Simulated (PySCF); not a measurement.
hydrogen peroxide (H2O2), singlet, geometry from GFN2-xTB, with bond 4-2 at 1.3 times its length; CAMB3LYP/6-31G** (PySCF).

Here is a job for PySCF.
```python
from pyscf import gto, scf, dft

mol = gto.M(
    atom='''
O    -0.02311961    0.70996455   -0.01256427
O     0.02311961   -0.70996455    0.01256427
H     0.91389752    0.94248526   -0.03262698
H    -1.19500266   -1.01224147    0.03864579
''',
    basis='6-31g**',
    verbose=4,
)

mf = dft.RKS(mol)
mf.xc = 'camb3lyp'
mf.DIIS = scf.EDIIS
mf.kernel()
```

What does PySCF print? Leave out banner, timings and long lists.


```
PySCF version 2.14.0

[INPUT] verbose = 4
[INPUT] num. atoms = 4
[INPUT] num. electrons = 18
[INPUT] charge = 0
[INPUT] spin (= nelec alpha-beta = 2S) = 0
[INPUT] symmetry False subgroup None
[INPUT] Mole.unit = angstrom
[INPUT] Symbol           X                Y                Z      unit          X                Y                Z       unit  Magmom
[...]
nuclear repulsion = 36.0615223379917
number of shells = 18
number of NR pGTOs = 68
number of NR cGTOs = 38
basis = 6-31g**
ecp = {}

******** <class 'pyscf.dft.rks.RKS'> ********
method = RKS
initial guess = minao
damping factor = 0
level_shift factor = 0
DIIS = <class 'pyscf.scf.diis.EDIIS'>
diis_start_cycle = 1
diis_space = 8
diis_damp = 0
SCF conv_tol = 1e-09
SCF conv_tol_grad = None
SCF max_cycles = 50
direct_scf = True
direct_scf_tol = 1e-13
XC library pyscf.dft.libxc version 7.1.2
    S. Lehtola, C. Steigemann, M. J. T. Oliveira, and M. A. L. Marques,  SoftwareX 7, 1–5 (2018)
XC functionals = camb3lyp
    T. Yanai, D. P. Tew, and N. C. Handy,  Chem. Phys. Lett. 393, 51 (2004)
radial grids:
    Treutler-Ahlrichs [JCP 102, 346 (1995); DOI:10.1063/1.469408] (M4) radial grids

becke partition: Becke, JCP 88, 2547 (1988); DOI:10.1063/1.454033
pruning grids: <function nwchem_prune>
grids dens level: 3
symmetrized grids: False
atomic radii adjust function: <function treutler_atomic_radii_adjust>
small_rho_cutoff = 0
Set gradient conv threshold to 3.16228e-05
Initial guess from minao.
tot grids = 47784
init E= -151.327170713221
[...]
cycle= 1 E= -151.387658037842  delta_E= -0.0605  |g|= 0.492  |ddm|= 1.77
[...]
cycle= 2 E= -151.402948812443  delta_E= -0.0153  |g|= 0.462  |ddm|= 0.658
[...]
cycle= 3 E= -151.442536346872  delta_E= -0.0396  |g|= 0.0627  |ddm|= 0.324
[...]
cycle= 4 E= -151.442536346555  delta_E= 3.17e-10  |g|= 0.0627  |ddm|= 1.23e-08
[...]
cycle= 5 E= -151.442536346787  delta_E= -2.32e-10  |g|= 0.0627  |ddm|= 9.02e-09
[...]
cycle= 6 E= -151.442536346993  delta_E= -2.06e-10  |g|= 0.0627  |ddm|= 8.02e-09
[...]
cycle= 7 E= -151.44253634686  delta_E= 1.33e-10  |g|= 0.0627  |ddm|= 5.16e-09
[...]
cycle= 8 E= -151.442536346867  delta_E= -6.39e-12  |g|= 0.0627  |ddm|= 2.5e-10
[...]
cycle= 9 E= -151.442536346942  delta_E= -7.53e-11  |g|= 0.0627  |ddm|= 2.92e-09
[...]
cycle= 10 E= -151.440901885166  delta_E= 0.00163  |g|= 0.112  |ddm|= 0.0603
[...]
cycle= 11 E= -151.442089753652  delta_E= -0.00119  |g|= 0.0803  |ddm|= 0.114
[...]
cycle= 12 E= -151.443102537984  delta_E= -0.00101  |g|= 0.0347  |ddm|= 0.055
[...]
cycle= 13 E= -151.443102538108  delta_E= -1.25e-10  |g|= 0.0347  |ddm|= 9.63e-09
[...]
cycle= 14 E= -151.443102537155  delta_E= 9.53e-10  |g|= 0.0347  |ddm|= 4.36e-08
[...]
cycle= 15 E= -151.443102537958  delta_E= -8.03e-10  |g|= 0.0347  |ddm|= 3.68e-08
[...]
cycle= 16 E= -151.443102537246  delta_E= 7.12e-10  |g|= 0.0347  |ddm|= 4.11e-08
[...]
cycle= 17 E= -151.443102538196  delta_E= -9.5e-10  |g|= 0.0347  |ddm|= 5.34e-08
[...]
cycle= 18 E= -151.443033994654  delta_E= 6.85e-05  |g|= 0.0399  |ddm|= 0.00307
[...]
cycle= 19 E= -151.443104146697  delta_E= -7.02e-05  |g|= 0.0331  |ddm|= 0.0357
[...]
cycle= 20 E= -151.443128701877  delta_E= -2.46e-05  |g|= 0.0317  |ddm|= 0.0334
[...]
cycle= 21 E= -151.443309439341  delta_E= -0.000181  |g|= 0.00437  |ddm|= 0.0172
[...]
cycle= 22 E= -151.443309439638  delta_E= -2.97e-10  |g|= 0.00437  |ddm|= 1.11e-07
[...]
cycle= 23 E= -151.443309439345  delta_E= 2.93e-10  |g|= 0.00437  |ddm|= 1.68e-07
[...]
cycle= 24 E= -151.443309439648  delta_E= -3.03e-10  |g|= 0.00437  |ddm|= 2.8e-07
[...]
cycle= 25 E= -151.443309439732  delta_E= -8.45e-11  |g|= 0.00437  |ddm|= 1.23e-07
[...]
cycle= 26 E= -151.443309439633  delta_E= 9.89e-11  |g|= 0.00437  |ddm|= 3.64e-08
[...]
cycle= 27 E= -151.443200504217  delta_E= 0.000109  |g|= 0.0253  |ddm|= 0.0162
[...]
cycle= 28 E= -151.443286953425  delta_E= -8.64e-05  |g|= 0.0116  |ddm|= 0.0169
[...]
cycle= 29 E= -151.44329620763  delta_E= -9.25e-06  |g|= 0.00971  |ddm|= 0.00952
[...]
cycle= 30 E= -151.443305102705  delta_E= -8.9e-06  |g|= 0.00664  |ddm|= 0.00243
[...]
cycle= 31 E= -151.443305097037  delta_E= 5.67e-09  |g|= 0.00664  |ddm|= 4.84e-06
[...]
cycle= 32 E= -151.443305102638  delta_E= -5.6e-09  |g|= 0.00664  |ddm|= 4.83e-06
[...]
cycle= 33 E= -151.443305102722  delta_E= -8.35e-11  |g|= 0.00664  |ddm|= 2.02e-08
[...]
cycle= 34 E= -151.443305103256  delta_E= -5.34e-10  |g|= 0.00664  |ddm|= 1.3e-07
[...]
cycle= 35 E= -151.443305103203  delta_E= 5.25e-11  |g|= 0.00664  |ddm|= 1.29e-08
[...]
cycle= 36 E= -151.443301075622  delta_E= 4.03e-06  |g|= 0.00812  |ddm|= 0.00828
[...]
cycle= 37 E= -151.443310031405  delta_E= -8.96e-06  |g|= 0.00385  |ddm|= 0.00553
[...]
cycle= 38 E= -151.443312500219  delta_E= -2.47e-06  |g|= 0.00132  |ddm|= 0.00153
[...]
cycle= 39 E= -151.443312500131  delta_E= 8.81e-11  |g|= 0.00132  |ddm|= 1.23e-07
[...]
cycle= 40 E= -151.443312500667  delta_E= -5.36e-10  |g|= 0.00132  |ddm|= 6.9e-07
[...]
cycle= 41 E= -151.443312500677  delta_E= -9.46e-12  |g|= 0.00132  |ddm|= 6.66e-08
[...]
cycle= 42 E= -151.443312526612  delta_E= -2.59e-08  |g|= 0.00127  |ddm|= 3.27e-05
[...]
cycle= 43 E= -151.443312506491  delta_E= 2.01e-08  |g|= 0.00131  |ddm|= 2.56e-05
[...]
cycle= 44 E= -151.443310301727  delta_E= 2.2e-06  |g|= 0.0038  |ddm|= 0.00237
[...]
cycle= 45 E= -151.44331224666  delta_E= -1.94e-06  |g|= 0.00179  |ddm|= 0.00276
[...]
cycle= 46 E= -151.443312506135  delta_E= -2.59e-07  |g|= 0.00136  |ddm|= 0.00121
[...]
cycle= 47 E= -151.443312529884  delta_E= -2.37e-08  |g|= 0.00131  |ddm|= 4.38e-05
[...]
cycle= 48 E= -151.443312607173  delta_E= -7.73e-08  |g|= 0.00115  |ddm|= 0.000256
[...]
cycle= 49 E= -151.443312604144  delta_E= 3.03e-09  |g|= 0.00115  |ddm|= 2.74e-05
[...]
cycle= 50 E= -151.443312562599  delta_E= 4.15e-08  |g|= 0.00125  |ddm|= 5.63e-05
SCF not converged.
SCF energy = -151.443312562599
```

Convergence was not reached.
